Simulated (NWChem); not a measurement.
Two isomers of C₃H₇NSi, each optimised at PBE-D3(BJ)/def2-SVP with NWChem. Flexible species stand in one conformer each, which need not be the lowest. One or both are not confirmed as a minimum by frequencies.

A: [C@H]([SiH3])(N)C#C
B: N[C@H]1C=C[SiH2]1

Which is lower in energy, by how much, and how do their other properties compare?

B is lower by 21.8 kcal/mol in electronic energy.
```
                                 A      B
---------------------------  -----  -----
highest occupied level (eV)  -5.66  -5.08
orbital gap (eV)              5.30   3.87
dipole (D)                    1.03   1.52
```
